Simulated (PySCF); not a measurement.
C4H9NSi2.
SMILES with atom numbers: `[N:1]#[C:2][C@@H:3]1[CH2:4][Si@@H:5]1[CH2:6][SiH3:7]` (hydrogens: H8 on C3; H9, H10 on C4; H11 on Si5; H12, H13 on C6; H14, H15, H16 on Si7)

Geometry (PBE0-D3(BJ)/def2-SVP, Å), atoms numbered from 1 in this order:
```
atom  x, y, z in Å
N1    -1.041    1.959   -1.732
C2    -1.348    0.990   -1.170
C3    -1.671   -0.187   -0.423
C4    -2.100   -0.004    1.060
Si5   -0.427   -0.772    0.871
C6     1.124    0.237    1.046
Si7    2.415   -0.123   -0.288
H8    -2.229   -0.936   -0.998
H9    -2.180    1.034    1.400
H10   -2.953   -0.616    1.369
H11   -0.308   -2.242    1.034
H12    1.568    0.073    2.043
H13    0.837    1.300    0.981
H14    2.803   -1.567   -0.221
H15    1.847    0.162   -1.637
H16    3.636    0.709   -0.066
```

All values: PBE0/pcSseg-1 (PySCF, non-relativistic), on one gas-phase PBE0-D3(BJ)/def2-SVP geometry that isn't relaxed in the solvent. The solvent is an IEF-PCM continuum (cavity from Bondi-type radii × 1.2). Only the electrostatic response of the medium enters.

```csv
run,E − E(gas) (kcal/mol),HOMO (eV),HOMO–LUMO gap (eV),dipole (D)
gas,0.00,-7.37,7.10,4.46
P,-6.34,-7.23,7.17,5.84
Q,-7.41,-7.21,7.17,6.10
```

The runs were made in dichloromethane and dimethylsulfoxide. Which run belongs to which solvent?

P = dichloromethane, Q = dimethylsulfoxide. The dielectric constants are 8.93 (dichloromethane), 46.83 (dimethylsulfoxide), and the energy falls further as ε rises. In this model the ground state sees the solvent through ε alone.

How constant is the ratio of the lowering to (ε − 1)/(2ε + 1)?

```
          solvent  (ε − 1)/(2ε + 1)  E − E(gas) (kcal/mol)  ratio (kcal/mol)  polarisation term (kcal/mol)
  dichloromethane             0.420                  -6.34             -15.1                         -7.68
dimethylsulfoxide             0.484                  -7.41             -15.3                         -9.28
```

The ratio changes by +1.5 % in size from dichloromethane to dimethylsulfoxide. The polarisation term is half the interaction of the solute with the induced surface charges.
